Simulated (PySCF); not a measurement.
Ligands exchanged one at a time, Al CH3-NH2. Isolated molecules, 0 K electronic values unless said otherwise. Strings in code marks are SMILES.

The four lowest singlet excitations (Tamm–Dancoff). Computed with PySCF 2.14.0 with PBE-D3(BJ)/def2-TZVP // B3LYP-D3(BJ)/def2-TZVP. Excitations are Tamm–Dancoff values on a coarser integration grid. The basis has no diffuse functions, so Rydberg states are missing or too high.

| state | energy (eV) | wavelength (nm) | oscillator strength |
|---|---|---|---|
| S1 | 5.18 | 239 | 0.000 |
| S2 | 5.18 | 239 | 0.000 |
| S3 | 6.09 | 203 | 0.094 |
| S4 | 6.10 | 203 | 0.096 |

Problem. Name which member gives these states.
A. `[CH3][Al]([NH2])[NH2]`
B. `[NH2][Al]([NH2])[NH2]`
C. `[CH3][Al]([CH3])[NH2]`
D. `[CH3][Al]([CH3])[CH3]`

Solution. D, `[CH3][Al]([CH3])[CH3]`
